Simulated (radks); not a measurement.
Results of a calculation; reference values are marked as such.
Ionisation of the molybdenum ion Mo+, [Kr] 4d5, to Mo2+, [Kr] 4d4, under several functionals. Scalar-relativistic Kohn-Sham, spin-unpolarised, spherical densities, finite nucleus; a radial shooting solver on a logarithmic mesh with Libxc functionals.

| functional | E(Mo+) (hartree) | Exc (hartree) | IE (eV) | -e(HOMO) (eV) | <r> HOMO (bohr) | IE error (eV) |
|---|---|---|---|---|---|---|
| exchange-only PBE | -4046.22442 | -121.18511 | 14.556 | 9.598 | 1.929 | -1.604 |
| BP86 | -4049.18164 | -124.20287 | 15.583 | 10.553 | 1.891 | -0.577 |
| PW91 | -4049.01264 | -124.03778 | 15.522 | 10.472 | 1.892 | -0.638 |
| PBE | -4048.30912 | -123.32411 | 15.462 | 10.414 | 1.892 | -0.698 |
| SCAN | -4049.20261 | -124.09906 | 15.311 | 10.291 | 1.885 | -0.849 |
| exchange-only r2SCAN | -4046.77390 | -121.61487 | 14.219 | 9.256 | 1.905 | -1.941 |
| TASK exchange with Perdew-Wang LDA correlation | -4047.84938 | -122.69025 | 14.754 | 9.676 | 1.829 | -1.406 |
| MS2 meta-GGA | -4048.28363 | -123.22794 | 15.291 | 10.277 | 1.893 | -0.869 |
| exchange-only B88 | -4046.79534 | -121.76913 | 14.519 | 9.559 | 1.922 | -1.641 |

NIST Atomic Spectra Database: 16.2 eV (semi-empirical). Closest: BP86. The Delta-SCF values span 1.36 eV, the total energies 2.98 hartree. The highest occupied level is 4d. Spin polarisation and multiplet splitting are left out, so open shells lie too high by an amount that depends on their filling.

Beside tabulated values, note that spin-unpolarised runs miss the spin-polarisation part of the exchange energy of open shells.
